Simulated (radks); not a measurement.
Problem. Radial electron density D(r) = 4 pi r^2 rho(r) of an atom or ion with 64 electrons. All-electron calculation, scalar-relativistic Kohn-Sham, r2SCAN, spin-polarised, spherical densities, finite nucleus; meta-GGA in the generalised Kohn-Sham scheme; Fermi nuclear charge, rms radius of each element as measured or else 0.836 A^(1/3) + 0.57 fm. Program: a radial shooting solver on a logarithmic mesh with Libxc functionals.

```
   r/bohr * D(r) (the largest magnitude, 113, reaches the edge; | marks zero)
 0.004339 |                *
 0.005051 |                    *
 0.005927 |                        *
   0.0069 |                            *
 0.008033 |                               *
 0.009427 |                                   *
  0.01097 |                                      *
  0.01288 |                                        *
  0.01499 |                                         *
  0.01759 |                                        *
  0.02048 |                                       *
  0.02384 |                                     *
  0.02798 |                                    *
  0.03257 |                                    *
  0.03823 |                                       *
   0.0445 |                                            *
  0.05222 |                                                 *
   0.0608 |                                                     *
  0.07078 |                                                      *
  0.08306 |                                                   *
  0.09669 |                                             *
   0.1135 |                                         *
   0.1321 |                                         *
    0.155 |                                            *
   0.1805 |                                                *
   0.2101 |                                              *
   0.2465 |                                      *
    0.287 |                            *
   0.3368 |                    *
   0.3921 |                   *
   0.4601 |                      *
   0.5357 |                       *
   0.6236 |                    *
   0.7318 |               *
    0.852 |          *
   0.9998 |      *
    1.164 |     *
    1.366 |    *
     1.59 |   *
    1.851 | *
    2.172 |*
    2.529 |*
    2.968 |*
    3.455 *
    4.054 *
     4.72 *
    5.495 *
    6.448 *
    7.507 *
    8.809 *
    10.26 *
    12.03 *
```

What is the nuclear charge?

Solution. Z = 64. The innermost maximum, from 1s, lies near gamma/Z bohr with gamma = sqrt(1 - (Z/c)^2) = 0.884, here 0.0138 bohr (found: 0.0151), and its height grows with Z. The density is that of neutral gadolinium in [Xe] 4f7 5d1 6s2; the configuration itself is not fixed sharply by these data, and Z only to a few units. D(r) has 4 maxima, at r = 0.0151, 0.0675, 0.188, 0.519 bohr, and minima at 0.0291, 0.124, 0.371 bohr, inside which lie 1.95, 11.15, 29.30 electrons.
